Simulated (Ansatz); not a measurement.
One change: `O[Si](F)(Cl)Cl` becomes `O[SiH2]O[Si](F)(Cl)Cl`.

Ansatz, PBE0-D4/def2-TZVP geometries, multiplicity 1. Each molecule was computed in one conformer, which needn't be the lowest.

```json
{"property": "HOMO energy (ωB97M-V/def2-TZVPP) / eV", "`O[Si](F)(Cl)Cl`": "-11.84"}
{"property": "LUMO energy (ωB97M-V/def2-TZVPP) / eV", "`O[Si](F)(Cl)Cl`": "1.82"}
{"property": "LUMO energy (PBE/def2-TZVPP) / eV", "`O[Si](F)(Cl)Cl`": "-0.81"}
{"property": "HOMO energy (PBE0/def2-TZVPP) / eV", "`O[Si](F)(Cl)Cl`": "-9.59"}
{"property": "HOMO energy (B3LYP/def2-TZVPP) / eV", "`O[Si](F)(Cl)Cl`": "-9.29"}
{"property": "LUMO energy (B3LYP/def2-TZVPP) / eV", "`O[Si](F)(Cl)Cl`": "-0.18"}
```

**Question.** Give the same properties after the change, and the shifts. (Best estimate.)

**Answer.** Ansatz gave: 
```csv
property,`O[SiH2]O[Si](F)(Cl)Cl`,shift
HOMO energy (ωB97M-V/def2-TZVPP) / eV,-11.55,0.29
LUMO energy (ωB97M-V/def2-TZVPP) / eV,1.77,-0.05
LUMO energy (PBE/def2-TZVPP) / eV,-0.74,0.07
HOMO energy (PBE0/def2-TZVPP) / eV,-9.27,0.32
HOMO energy (B3LYP/def2-TZVPP) / eV,-9.05,0.24
LUMO energy (B3LYP/def2-TZVPP) / eV,-0.11,0.07
```

B3LYP here is the variant with VWN-RPA as its local correlation; programs differ in this.
